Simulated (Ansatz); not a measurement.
Geometry optimisation, RKS PBE0-D4/def2-SVP in Ansatz.

input.yaml

```yaml
crystal:
  periodic: [false, false, false]
  atoms:
    - { symbol: Zn, position_ang: [0.055261, 0.350807, -0.404683] }
    - { symbol: F, position_ang: [-0.562845, -2.660627, -0.139925] }
    - { symbol: C, position_ang: [0.362422, 1.270299, 1.261127] }
    - { symbol: H, position_ang: [-0.324835, -2.421909, -0.987224] }
    - { symbol: O, position_ang: [0.013667, -0.468477, -2.06184] }
    - { symbol: H, position_ang: [-0.527342, 1.261298, 1.909184] }
    - { symbol: H, position_ang: [0.660965, 2.31697, 1.096399] }
    - { symbol: H, position_ang: [1.176242, 0.766349, 1.805224] }
    - { symbol: H, position_ang: [-0.853435, -0.414709, -2.478162] }
basis:
  gaussian: { orbitals: def2-SVP }
hamiltonian:
  xc: pbe0
  dispersion: d4
relax:
  f_tol: 0.03
  max_steps: 50
```

Run as:

```bash
$ ansatz run input.yaml --threads 2 --pin off --max-ram 3072MiB --backend cpu --events-out ev --progress --plain --runs-dir out
```

Question: Where does it end, and by what steps?

Answer: It converged. After 19 steps the energy has fallen by 0.863 eV; Zn1 moved furthest, 1.10 Å. Parted: F2–H4 (0.91 → 1.71 Å). Joined: Zn1–F2 (3.09 → 1.82 Å), H4–O5 (2.26 → 0.99 Å).

```tsv
step	energy less start (eV)	largest force component (eV/Å)	accepted
0	0.0000	1.130	yes
1	-0.2057	1.007	yes
2	-0.3440	0.499	yes
3	-0.4218	0.567	yes
4	-0.4916	0.303	yes
5	-0.5059	0.243	yes
6	-0.5135	0.139	yes
7	-0.5184	0.098	yes
8	-0.5211	0.117	yes
9	-0.5228	0.087	yes
10	-0.5521	0.836	yes
11	-0.6874	0.664	yes
12	-0.4894	5.820	no
13	-0.7856	0.492	yes
14	-0.8397	0.357	yes
15	-0.8456	0.433	yes
16	-0.8580	0.262	yes
17	-0.8616	0.167	yes
18	-0.8596	0.323	no
19	-0.8630	0.021	yes
```

```xyz
9
Properties=species:S:1:pos:R:3
Zn 0.017 -0.509 0.274
F -0.344 -2.269 -0.040
C 0.350 1.118 1.271
H -0.302 -1.613 -1.619
O -0.106 -0.688 -1.908
H -0.532 1.409 1.863
H 0.598 1.951 0.596
H 1.191 0.984 1.969
H -0.873 -0.384 -2.405
```

Whether the end is a true minimum wasn't checked by a vibrational analysis.

Time of the run: 41 s on 2 threads of Intel(R) Xeon(R) Platinum 8488C (Sapphire Rapids), on a shared host, peak memory 0.22 GiB.
